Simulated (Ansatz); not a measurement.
Job for Ansatz (an electronic-structure program): U-CCSD(T)/cc-pVDZ on C3H4O (SMILES [CH2]C([CH2])=O), 2S+1 = 1, a spin state set in the input, which need not be the lowest, at the other state's geometry.

Ansatz 0.2 input:
```yaml
crystal:
  periodic: [false, false, false]
  atoms:
    - {symbol: C, position_ang: [1.09606926, -0.71668659, 0.49568454]}
    - {symbol: C, position_ang: [0.01086881, 0.06467561, -0.01627381]}
    - {symbol: C, position_ang: [-1.29843370, -0.48749652, -0.19268554]}
    - {symbol: O, position_ang: [0.21437627, 1.27566028, -0.32098423]}
    - {symbol: H, position_ang: [2.06177922, -0.24636957, 0.60719069]}
    - {symbol: H, position_ang: [0.97521907, -1.75552470, 0.77100672]}
    - {symbol: H, position_ang: [-2.07799619, 0.14986942, -0.58290912]}
    - {symbol: H, position_ang: [-1.52503847, -1.51621232, 0.05223439]}
basis:
  gaussian:
    orbitals: cc-pVDZ
correlation: {method: ccsd_t, electrons: outside_noble_gas}
scf: {omitted_lower_state_checks: [cluster_reference]}
magnetization: {spin_polarized: true, initial_magnetization: 0}
```

Output:

```
WARN ansatz: RAYON_NUM_THREADS=1 ignored (pool sized by the plan → 1); use --threads N
Functional definition: HF
these checks for a lower state are left out or cut short: cluster_reference
integrals: 0.09 GiB planned
694 factors; integrals over basis functions are off by at most 1.3e-3 eV
mean field: 0.17 GiB planned
mean field evaluation 1: about -5183.8872 eV, gradient 2.9e1 eV
mean field evaluation 2: about -5183.8895 eV, gradient 2.9e1 eV
mean field evaluation 4: about -5187.6682 eV, gradient 2.8e0 eV
mean field evaluation 8: about -5187.7164 eV, gradient 1.2e-4 eV
mean field evaluation 16: about -5187.7164 eV, gradient 5.5e-5 eV
mean field evaluation 32: about -5189.7584 eV, gradient 2.9e-6 eV
mean field evaluation 64: about -5184.7993 eV, gradient 5.1e0 eV
mean field evaluation 96: about -5187.7164 eV, gradient 5.9e-6 eV
mean field evaluation 128: about -5189.3504 eV, gradient 4.9e0 eV
mean field evaluation 160: about -5189.7087 eV, gradient 5.8e-1 eV
mean field evaluation 192: about -5188.8493 eV, gradient 6.0e-2 eV
mean field -5189.75836108 eV, -190.7201020251 hartree, gradient 2.8e-6 eV, S^2 0.975141; 21 other end points of the search recorded, 0 dependent functions left out
4 core orbitals not correlated
reference -5189.75836108 eV, -190.7201020251 hartree; 11, 11 occupied and 61, 61 virtual orbitals, 694 factors
second order -14.65149426 eV of doubles, -0.00000000 eV of singles
coupled cluster: 0.34 GiB planned
cycle   1  -15.07511527 eV  change   -4.2e-1 eV  update   1.2e-1
cycle   2  -15.53799683 eV  change   -4.6e-1 eV  update   4.2e-2
cycle   3  -15.71830918 eV  change   -1.8e-1 eV  update   2.9e-2
cycle   4  -15.73212976 eV  change   -1.4e-2 eV  update   1.3e-2
cycle   5  -15.73054274 eV  change    1.6e-3 eV  update   7.4e-3
cycle   6  -15.73511581 eV  change   -4.6e-3 eV  update   3.3e-3
cycle   7  -15.73569576 eV  change   -5.8e-4 eV  update   1.9e-3
cycle   8  -15.73611861 eV  change   -4.2e-4 eV  update   1.2e-3
cycle   9  -15.73652773 eV  change   -4.1e-4 eV  update   8.8e-4
cycle  10  -15.73594127 eV  change    5.9e-4 eV  update   6.5e-4
cycle  11  -15.73610197 eV  change   -1.6e-4 eV  update   3.5e-4
cycle  12  -15.73635686 eV  change   -2.5e-4 eV  update   1.3e-4
cycle  13  -15.73637960 eV  change   -2.3e-5 eV  update   5.3e-5
cycle  14  -15.73639032 eV  change   -1.1e-5 eV  update   2.0e-5
coupled cluster: 0.34 GiB planned
perturbative correction -0.54484917 eV, -0.0200228376 hartree
WARN: the results are in doubt because among natural orbitals full CI differs from the method by +0.247 eV
Total energy: -5206.03960057 eV, -191.3184265404 hartree
In doubt: among natural orbitals full CI differs from the method by +0.247 eV
Checks for a lower state left out: cluster_reference
```

The run converged. Its determinant has ⟨S²⟩ = 0.98, a mixture of spin states.

Warnings raised: large difference.

Cost: around 19 core-seconds (rough).
